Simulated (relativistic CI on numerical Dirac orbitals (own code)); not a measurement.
# Slater and spin-orbit integrals, Hf71+

Calculated at this level of theory: Dirac equation for one electron, model QED (radiative potential, 1s self-energy scaled to tabulated hydrogen-like ionisation energies) (own radial code, finite nucleus).

Slater integrals F^k, G^k are unscaled and averaged over j, outside the closed core (none); ζ comes from projecting the Hamiltonian with its Breit term on Σ l·s of the shell.

- 2p: ζ(2p) = 7.9292e+06 cm⁻¹; <r>(2p) = 0.06518, <r^2>(2p) = 0.005169 (bohr units).
- 3p: ζ(3p) = 2.3611e+06 cm⁻¹; <r>(3p) = 0.1649, <r^2>(3p) = 0.03158 (bohr units).
- 3d: ζ(3d) = 407290 cm⁻¹; <r>(3d) = 0.1425, <r^2>(3d) = 0.02329 (bohr units).

Averages of the first 10 configurations, taken without configuration mixing, which lowers the lowest level and can move excited configurations by several eV; other configurations of the list can lie among them:

```json
{"Configuration": "1s", "Parity": "even", "States": "2", "Average energy above the lowest level (eV)": "0.1"}
{"Configuration": "2s", "Parity": "even", "States": "2", "Average energy above the lowest level (eV)": "56678.8"}
{"Configuration": "2p", "Parity": "odd", "States": "6", "Average energy above the lowest level (eV)": "57641.3"}
{"Configuration": "3s", "Parity": "even", "States": "2", "Average energy above the lowest level (eV)": "67621.6"}
{"Configuration": "3p", "Parity": "odd", "States": "6", "Average energy above the lowest level (eV)": "67908.3"}
{"Configuration": "3d", "Parity": "even", "States": "10", "Average energy above the lowest level (eV)": "68129.6"}
{"Configuration": "4s", "Parity": "even", "States": "2", "Average energy above the lowest level (eV)": "71389.9"}
{"Configuration": "4p", "Parity": "odd", "States": "6", "Average energy above the lowest level (eV)": "71510.0"}
{"Configuration": "4d", "Parity": "even", "States": "10", "Average energy above the lowest level (eV)": "71603.2"}
{"Configuration": "4f", "Parity": "odd", "States": "14", "Average energy above the lowest level (eV)": "71639.4"}
```
